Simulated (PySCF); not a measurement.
C₄H₆F₂O.
Z-matrix (Å and degrees, PBE0-D3(BJ)/def2-SVP geometry), rows numbered from 1:
```
F 
C   1  1.3522
F   2  1.3524  1  107.93
C   2  1.5009  1  109.88  3  -119.99
C   4  1.5326  2  115.44  1  -166.58
O   5  1.4245  4   91.86  2   110.86
C   6  1.4234  5   92.02  4     4.50
H   2  1.1061  1  108.13  3   116.84
H   4  1.0996  2  108.22  1    60.90
H   5  1.1038  4  114.84  2  -133.08
H   5  1.1050  4  115.78  2    -5.57
H   7  1.1049  4  115.75  2     5.50
H   7  1.1038  4  114.65  2   132.87
```

Linear response at PBE0/def2-SVPD (PySCF, frozen core in the response, non-relativistic). The structure is a single PBE0-D3(BJ)/def2-SVP conformer in the gas phase; no vibrational or solvent corrections.

Static isotropic polarisability: 51.66 au (7.66 Å³), principal values 46.8, 53.5, 54.7 au.

(1) What is the polarisability at 1064 nm and at the sodium D line?

(2) What is the isotropic C6 coefficient between two such molecules, C6 = (3/π)∫α(iω)² dω?

(3) Which effective excitation energy ω̄ makes London's formula C6 = (3/4)α²ω̄ exact here?

(4) What three-body coefficient follows from the one-pole estimate C9 = (3/4)·α·C6?

(5) How many electrons N does the Slater–Kirkwood formula C6 = (3/4)·√N·α^(3/2) need to give this C6?

(6) How anisotropic is the static polarisability, by Δα² = ½[(α1 − α2)² + (α2 − α3)² + (α3 − α1)²]?

(7) The lowest 6 singlets have (eV, f): 6.99, 0.005; 7.41, 0.025; 7.56, 0.000; 7.61, 0.002; 8.75, 0.011; 8.77, 0.010. What share of the static polarisability do they carry in the sum over states α = Σ f/ω²?

(8) What n − 1 at the D line would an ideal gas of it have at 273.15 K and 1 atm (2.6868 × 10¹⁹ cm⁻³), by n − 1 = 2π·N·α′?

Answers

(1) 51.95 au at 1064 nm (+0.6 %), 52.61 au at 589.3 nm (+1.8 %). The rise at 589.3 nm is 3.33 times that at 1064 nm; a pure ω² law gives 3.26. The lowest singlet lies at 177 nm, shorter than both wavelengths.

(2) 1351 au (Eh·bohr⁶) by a ten-point quadrature over imaginary frequencies, which is 807 eV·Å⁶ or 77.9 J·nm⁶/mol.

(3) ω̄ = 4·C6/(3α²) = 0.675 Eh = 18.4 eV. A one-pole form α(ω) = α/(1 − ω²/ω̄²) fitted to the 1064 nm value gives 15.7 eV.

(4) 52300 au. This is an estimate from the two numbers above, not a computed integral.

(5) N = (4·C6/3)²/α³ = 23.5; the species has 56 electrons in all.

(6) Δα = 7.4 au, or 0.14 of the isotropic value.

(7) 0.64 au, 1.2 % of α; the largest term, 0.33 au, is that of the state at 7.41 eV. Their oscillator strengths add up to 0.05. Higher states carry the rest.

(8) 13.16 × 10⁻⁴, a formal value whether or not that pressure can be reached.
